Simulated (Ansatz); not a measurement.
Reaction (hydrogenolysis of a Ga–C bond): `C[CH2][Ga]([CH3])[Cl]` + H₂ → `C[CH2][GaH][Cl]` + CH₄

Calculated with Ansatz (gas phase, PBE0-D4/def2-TZVP geometries, no zero-point term in ΔE). CCSD(T)/CBS is the MP2 limit (def2-TZVPP, def2-QZVPP) plus CCSD(T) − MP2 in def2-TZVPP, frozen cores. This one scheme is used for every species. DFT in def2-TZVPP. B3LYP here is the variant with VWN-RPA as its local correlation; programs differ in this. HSE06 is defined as in plane-wave codes. For Ga outer-core shells are correlated without core-valence functions, which leaves a few kJ/mol of doubt a bond. Scalar relativity is left out up to krypton. Each species was taken in one conformer, which may not be the lowest.

```json
{"level": "LDA (SPW92)", "ΔE (kJ/mol)": "-28.4", "difference from CCSD(T)/CBS": "-4.8"}
{"level": "revPBE-D4", "ΔE (kJ/mol)": "-23.9", "difference from CCSD(T)/CBS": "-0.3"}
{"level": "BLYP-D4", "ΔE (kJ/mol)": "-27.6", "difference from CCSD(T)/CBS": "-4.0"}
{"level": "r2SCAN-D4", "ΔE (kJ/mol)": "-28.2", "difference from CCSD(T)/CBS": "-4.6"}
{"level": "B97M-V", "ΔE (kJ/mol)": "-43.5", "difference from CCSD(T)/CBS": "-19.9"}
{"level": "B3LYP-D4", "ΔE (kJ/mol)": "-31.0", "difference from CCSD(T)/CBS": "-7.4"}
{"level": "r2SCANh-D4", "ΔE (kJ/mol)": "-29.2", "difference from CCSD(T)/CBS": "-5.6"}
{"level": "r2SCAN0-D4", "ΔE (kJ/mol)": "-30.6", "difference from CCSD(T)/CBS": "-7.0"}
{"level": "HSE06-D4", "ΔE (kJ/mol)": "-30.0", "difference from CCSD(T)/CBS": "-6.4"}
{"level": "BHLYP-D4", "ΔE (kJ/mol)": "-35.6", "difference from CCSD(T)/CBS": "-12.0"}
{"level": "CAM-B3LYP-D4", "ΔE (kJ/mol)": "-34.3", "difference from CCSD(T)/CBS": "-10.7"}
{"level": "ωB97X-V", "ΔE (kJ/mol)": "-31.4", "difference from CCSD(T)/CBS": "-7.8"}
{"level": "ωB97M-V", "ΔE (kJ/mol)": "-30.0", "difference from CCSD(T)/CBS": "-6.4"}
{"level": "B2PLYP", "ΔE (kJ/mol)": "-33.0", "difference from CCSD(T)/CBS": "-9.4"}
{"level": "PBE-QIDH", "ΔE (kJ/mol)": "-29.9", "difference from CCSD(T)/CBS": "-6.3"}
{"level": "PBE", "ΔE (kJ/mol)": "-31.9", "difference from CCSD(T)/CBS": "-8.3"}
{"level": "revPBE", "ΔE (kJ/mol)": "-34.0", "difference from CCSD(T)/CBS": "-10.4"}
{"level": "BLYP", "ΔE (kJ/mol)": "-37.9", "difference from CCSD(T)/CBS": "-14.3"}
{"level": "r2SCAN", "ΔE (kJ/mol)": "-29.9", "difference from CCSD(T)/CBS": "-6.3"}
{"level": "PBE0", "ΔE (kJ/mol)": "-34.8", "difference from CCSD(T)/CBS": "-11.2"}
{"level": "B3LYP", "ΔE (kJ/mol)": "-39.4", "difference from CCSD(T)/CBS": "-15.8"}
{"level": "r2SCANh", "ΔE (kJ/mol)": "-31.0", "difference from CCSD(T)/CBS": "-7.4"}
{"level": "HSE06", "ΔE (kJ/mol)": "-34.6", "difference from CCSD(T)/CBS": "-11.0"}
{"level": "BHLYP", "ΔE (kJ/mol)": "-43.1", "difference from CCSD(T)/CBS": "-19.5"}
{"level": "CAM-B3LYP", "ΔE (kJ/mol)": "-39.4", "difference from CCSD(T)/CBS": "-15.8"}
{"level": "LC-ωPBE", "ΔE (kJ/mol)": "-34.7", "difference from CCSD(T)/CBS": "-11.1"}
{"level": "RPA@PBE/def2-TZVPP", "ΔE (kJ/mol)": "-27.1", "difference from CCSD(T)/CBS": "-3.5"}
{"level": "HF/def2-SVP", "ΔE (kJ/mol)": "-59.2", "difference from CCSD(T)/CBS": "-35.6"}
{"level": "MP2/def2-SVP", "ΔE (kJ/mol)": "-33.0", "difference from CCSD(T)/CBS": "-9.4"}
{"level": "CCSD/def2-SVP", "ΔE (kJ/mol)": "-42.5", "difference from CCSD(T)/CBS": "-18.9"}
{"level": "CCSD(T)/def2-SVP", "ΔE (kJ/mol)": "-39.4", "difference from CCSD(T)/CBS": "-15.8"}
{"level": "HF/def2-TZVPP", "ΔE (kJ/mol)": "-53.7", "difference from CCSD(T)/CBS": "-30.1"}
{"level": "SCS-MP2/def2-TZVPP", "ΔE (kJ/mol)": "-26.9", "difference from CCSD(T)/CBS": "-3.3"}
{"level": "CCSD/def2-TZVPP", "ΔE (kJ/mol)": "-31.1", "difference from CCSD(T)/CBS": "-7.5"}
{"level": "CCSD(T)/def2-TZVPP", "ΔE (kJ/mol)": "-26.5", "difference from CCSD(T)/CBS": "-2.9"}
{"level": "HF/def2-QZVPP", "ΔE (kJ/mol)": "-54.3", "difference from CCSD(T)/CBS": "-30.7"}
{"level": "MP2/def2-QZVPP", "ΔE (kJ/mol)": "-18.3", "difference from CCSD(T)/CBS": "5.3"}
{"level": "SCS-MP2/def2-QZVPP", "ΔE (kJ/mol)": "-25.6", "difference from CCSD(T)/CBS": "-2.0"}
{"level": "HF/CBS(def2)", "ΔE (kJ/mol)": "-54.3", "difference from CCSD(T)/CBS": "-30.7"}
{"level": "CCSD/CBS(def2)", "ΔE (kJ/mol)": "-28.1", "difference from CCSD(T)/CBS": "-4.5"}
{"level": "CCSD(T)/CBS", "ΔE (kJ/mol)": "-23.6", "difference from CCSD(T)/CBS": "0"}
```

Largest T1 diagnostic among the species: 0.011.

In def2-TZVPP, CCSD(T) changes the Hartree–Fock value by +27.2 kJ/mol (the triples alone add +4.6 kJ/mol) and MP2 by +33.9 kJ/mol. The D4 term adds +8.4 kJ/mol with B3LYP and +4.8 kJ/mol with PBE0; it sums over pairs of atoms, weighted by their polarisabilities, and B3LYP, whose exchange is more repulsive, gets the larger term.
